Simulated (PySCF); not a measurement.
C₅H₁₀OSi.
Bonds: C1–O2, O2–Si3, Si3–C4, C4–C5, C5–C6 (double), C6–C7, Si3–C7. Hydrogens: H8, H9, H10 on C1; H11 on Si3; H12, H13 on C4; H14 on C5; H15 on C6; H16, H17 on C7.

The same species was optimised twice, with GFN2-xTB and with PBE0-D3(BJ)/def2-SVP (PySCF), and the same property calculations (PySCF, gas phase) were run on both structures.

```csv
coordinate,GFN2-xTB,PBE0-D3(BJ)/def2-SVP,change
O2–Si3 (Å),1.626,1.669,+0.043
C5=C6 (Å),1.321,1.342,+0.021
Si3–C4 (Å),1.909,1.895,-0.014
Si3–C7 (Å),1.895,1.884,-0.011
C6–C7 (Å),1.498,1.507,+0.009
C4–C5 (Å),1.501,1.507,+0.006
C1–O2 (Å),1.396,1.397,+0.001
O2–Si3–C4 (°),117.1,113.5,-3.6
C1–O2–Si3 (°),128.0,124.6,-3.4
C4–Si3–C7 (°),94.1,96.5,+2.4
O2–Si3–C7 (°),106.7,108.7,+2.0
Si3–C7–C6 (°),103.8,102.4,-1.4
Si3–C4–C5 (°),103.4,102.0,-1.4
C4–C5–C6 (°),119.1,119.3,+0.2
C5–C6–C7 (°),119.4,119.3,-0.1
C1–O2–Si3–C4 (°),76,74,-2
```

Rotational constants: A = 4726, B = 1461, C = 1251 MHz (GFN2-xTB) against A = 4428, B = 1501, C = 1287 MHz (PBE0-D3(BJ)/def2-SVP). Point groups within 0.08 Å: C1 and C1.

On the GFN2-xTB structure: isotropic polarisability (au) 83.7 [wB97X-D/def2-SVPD]; HOMO (eV) -8.82 [wB97X-D/def2-SVPD]; LUMO (eV) 2.23 [wB97X-D/def2-SVPD]; dipole (D) 1.08 [wB97X-D/def2-SVPD].

Problem. What do these properties become on the PBE0-D3(BJ)/def2-SVP structure?

Solution. 
```
                                    property              level  on GFN2-xTB  on PBE0-D3(BJ)/def2-SVP  change
               isotropic polarisability (au)  wB97X-D/def2-SVPD         83.7                     85.4    +1.7
                                   HOMO (eV)  wB97X-D/def2-SVPD        -8.82                    -8.91   -0.09
                                   LUMO (eV)  wB97X-D/def2-SVPD         2.23                     2.27   +0.04
                                  dipole (D)  wB97X-D/def2-SVPD         1.08                     0.85   -0.23
energy, GFN2-xTB geometry as zero (kcal/mol)  wB97X-D/def2-SVPD          0.0                     -2.7    -2.7
```

The heavy atoms differ by 0.098 Å rms after alignment. Among bonds between heavy atoms O2–Si3 changes most (+0.043 Å). Changes are differences of the printed values. Neither structure is proved a minimum here.

The pairwise dispersion term of wB97X-D wasn't added to the energies; at a given geometry it leaves orbitals and properties as they are.
